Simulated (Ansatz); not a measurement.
```yaml
crystal:
  periodic: [false, false, false]
  atoms:
    - {symbol: Cl, position_ang: [-1.045732, -0.402253, 2.008301]}
    - {symbol: Sn, position_ang: [0.012121, -0.047595, 0.001018]}
    - {symbol: Cl, position_ang: [2.203219, -0.695638, 0.231598]}
    - {symbol: Cl, position_ang: [-0.967925, -1.410721, -1.565966]}
    - {symbol: I, position_ang: [-0.151783, 2.482608, -0.716352]}
basis:
  gaussian: {orbitals: def2-TZVPD}
hamiltonian: {xc: {name: HF}}
correlation: {method: mp2, frozen_orbitals: {Cl: 0}}
```

```sh
$ ansatz run in.yaml --threads 4 --pin off --events-out ev --progress --plain --max-ram 10444MiB
```

Q: How does Ansatz answer? (Best estimate.)

A: Ansatz gave: The program refused the input.
```
Functional definition: HF
Error: "frozen_orbitals" has no count for Sn
```
